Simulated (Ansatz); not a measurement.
System: sum formula H6SiN3O, net charge 0, doublet state. It need not be the lowest isomer of its formula. SMILES: N[Si](N)(N)[O]
Structure (B3LYP-D3(BJ)/def2-TZVP (Ansatz, a first-principles code) minimum search):
```xyz
11

Si     0.0440    -0.0577     0.0275
O     -0.6549    -1.3559     0.7139
N     -1.4289     0.8562    -0.1705
N      1.1286     0.9359     0.8966
N      0.8244    -0.5031    -1.4126
H     -2.1200     0.5005    -0.8162
H     -1.8812     1.2758     0.6302
H      2.0776     0.6247     1.0316
H      0.8197     1.4960     1.6754
H      0.6186    -1.3666    -1.8843
H      1.4409     0.1009    -1.9282
```
Charge 0, spin multiplicity 2.

Parts of the frozen-core correlation energy in cc-pV(T+d)Z (Ansatz, hartree). Frozen orbitals: 9; correlated occupied orbitals by spin: 16 and 15; virtual: 218 and 219. UHF or UKS for open shells. No spin-orbit coupling. Non-relativistic.

```csv
term,value
reference (HF),-530.85970
MP2 opposite-spin,___
MP2 same-spin,___
CCSD correlation,-0.98890
(T),___
T1 diagnostic,0.025
largest doubles amplitude,0.017
<S^2> of the reference,0.760
```

Problem. Complete the blanks.

Solution. 
- MP2 opposite-spin, value: -0.71706
- MP2 same-spin, value: -0.23115
- (T), value: -0.03751
